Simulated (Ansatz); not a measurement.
Calculated with Ansatz (gas phase, PBE0-D4/def2-TZVP geometries, no zero-point term in ΔE). CCSD(T)/CBS is the MP2 limit (def2-TZVPP, def2-QZVPP) plus CCSD(T) − MP2 in def2-TZVPP, frozen cores. def2 core potentials past Kr. For In, Se outer-core shells are correlated without core-valence functions, which leaves a few kJ/mol of doubt a bond. Scalar relativity is left out up to krypton. Each species was taken in one conformer, which may not be the lowest.

Consider the formal exchange of groups at a B–C bond: `BC(=C)[O][InH2]` + `CC[SeH]` → `BC(C)[SeH]` + `C=C[O][InH2]`.

```
          species  CCSD(T)/CBS(def2) energy (Eh)
`BC(=C)[O][InH2]`                     -369.43973
        `CC[SeH]`                    -2480.41858
     `BC(C)[SeH]`                    -2505.79002
   `C=C[O][InH2]`                     -344.06070
```

**Question.** Work out ΔE.

**Answer.** ΔE = (-2505.79002) + (-344.06070) − (-369.43973) − (-2480.41858) = 0.00759 Eh = +4.8 kcal/mol.

Largest T1 diagnostic among the species: 0.017.
